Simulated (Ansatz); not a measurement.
`C[CH2][In]([Cl])[Cl]` → 2 C• + 2 Cl• + 5 H• + In•  (atomization)

Program: Ansatz. Geometries: PBE0-D4/def2-TZVP. ΔE: electronic, gas phase. CBS: MP2 limit from def2 TZ/QZ plus the TZ coupled-cluster correction, frozen cores. This one scheme is used for every species, atoms too. DFT in def2-TZVPP. HSE06 is defined as in plane-wave codes. No spin–orbit coupling; open shells (•) take unrestricted orbitals. Spin–orbit coupling would lower the free atoms: a little for C, Cl; strongly for In. def2 core potentials past Kr. Bonds to In are less sure, by a few kJ/mol each and by 10 to 20 or more in all where they break to atoms, as the def2 sets lack core-valence functions. Each species was taken in one conformer, which may not be the lowest.

```
         level  ΔE (kJ/mol)  difference from CCSD(T)/CBS
      BHLYP-D4       3320.9                       -104.8
        B2PLYP       3358.7                        -67.0
          BLYP       3307.2                       -118.5
       r2SCAN0       3387.0                        -38.7
         HSE06       3410.9                        -14.8
         BHLYP       3288.4                       -137.3
  MP2/def2-SVP       3283.7                       -142.0
MP2/def2-TZVPP       3388.1                        -37.6
  HF/CBS(def2)       2574.3                       -851.4
CCSD/CBS(def2)       3374.4                        -51.3
   CCSD(T)/CBS       3425.7                            0
```

Largest T1 diagnostic among the species: 0.015.

The D4 term adds +36.7 kJ/mol with B3LYP and +19.7 kJ/mol with PBE0; it sums over pairs of atoms, weighted by their polarisabilities, and B3LYP, whose exchange is more repulsive, gets the larger term. From r2SCAN to r2SCAN0 (25 % exact exchange), in def2-TZVPP and without D4, ΔE moves by −37.5 kJ/mol: exact exchange takes away binding that semilocal exchange gives to molecules. At CCSD(T), def2-SVP lies −185.8 kJ/mol from the extrapolated value and def2-TZVPP −88.4 kJ/mol: correlation converges slowly with the basis, and small sets miss more of it in the bonded molecule than in its fragments.

B3LYP here is the variant with VWN-RPA as its local correlation; programs differ in this.

For atomizations the MP2-based limit and the directly extrapolated one differ by several kJ/mol either way, and by 10 to 25 for some Ge, Se and Sn compounds, so smaller differences from it don't rank the levels.
